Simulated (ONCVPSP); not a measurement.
nickel (Ni), ONCV: configuration errors across variants

```json
{"Element": "nickel", "Generator": "ONCVPSP 4.0.1", "Type": "optimised norm-conserving Vanderbilt (ONCV)", "Functional": "BLYP", "Relativity": "scalar-relativistic", "Frozen core": "[Ar]", "Valence charge": "10", "Reference configuration": "3d8 4s1.75 (charge +0.25)", "Partial waves": "4s: rc 2.40 bohr, ncon 4, nbas 8, qcut 2.4 1/bohr, 1 projector; p scattering state at 0.16 Ha: rc 2.40 bohr, ncon 5, nbas 9, qcut 3 1/bohr, 2 projectors, debl 3.5 Ha; 3d: rc 0.80 bohr, ncon 4, nbas 8, qcut 11.4 1/bohr, 1 projector", "Local potential": "polynomial inside 0.70 bohr (lpopt 5, dvloc0 6 Ha)", "Core correction": "polynomial model core, fcfact 0.7"}
```

In the p channel the program set the typed energies aside and used 0.050, 3.550 Ha.

All-electron excitation energies from the reference (eV): (1) 3d8 4s2 -1.625; (2) 3d8 4s1 7.725; (3) 3d8 4s0 25.272; (4) 3d8 4s0 4p1 13.439.

1 further variants failed, have other tests or too few solved ones, and are left out.

A true bound ghost makes a file unfit for plane-wave use even where its test errors are small: the radial tests pick states by their node count and pass the ghost by.

Errors AE − PS in meV (a dash: test not solved or not reliable):

| change | (1) | (2) | (3) | (4) | bound ghosts | GHOST(+) flags above zero |
| --- | --- | --- | --- | --- | --- | --- |
| base | +0.1 | -4.4 | -50 | -24 | s | p |
| p: qcut 4.2 | +0.1 | -4.4 | -50 | -24 | s | p |
| local potential polynomial inside 0.70 bohr (lpopt 5, dvloc0 9.5 Ha) | 0.0 | -4.5 | -50 | -24 | s | p |
| p: qcut 3.1 | +0.1 | -4.4 | -50 | -24 | s | p |
| core correction Teter function fitted to the true core (icmod 2), fcfact 0.7 | +0.3 | -0.9 | -18 | -16 | s | p |
| d: nproj 3 | +0.1 | -4.4 | -50 | -24 | s | p, d |

Problem. Give the same row for: s: rc 1.9.

Solution. 0.0, -4.4, -36, -12; bound ghosts: s; GHOST(+) flags above zero: p.
